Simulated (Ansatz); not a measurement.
A structure relaxed at PBE0-D4/def2-TZVP, charge 0, multiplicity 1:

```csv
atom,x (Å),y (Å),z (Å)
C1,-0.5265,-0.5127,-1.8908
Al2,-0.2734,0.4637,-0.2301
O3,-0.8771,2.0538,-0.1678
Si4,0.8550,-0.4511,1.7568
H5,-1.0635,0.0850,-2.6312
H6,-1.0902,-1.4364,-1.7243
H7,0.4343,-0.8086,-2.3246
H8,-0.7986,2.6087,0.6065
H9,0.1926,-1.6987,2.2396
H10,2.2743,-0.8097,1.4644
H11,0.8732,0.5061,2.9013
```

(1) Give its formula and SMILES.

(2) Point group (tolerance 0.08 Å, 0.16 Å for H)?

(3) Summarise the bond lengths by kind.

## Answers

(1) CH7AlOSi, `[CH3][Al]([OH])[SiH3]`.

(2) Cs.

(3) 1 × Al–C 1.943 Å; 3 × C–H 1.093 to 1.095 Å; 1 × Al–O 1.702 Å; 1 × Al–Si 2.461 Å; 1 × H–O 0.956 Å; 3 × H–Si 1.492 to 1.493 Å.

Program: Ansatz 0.2.0.
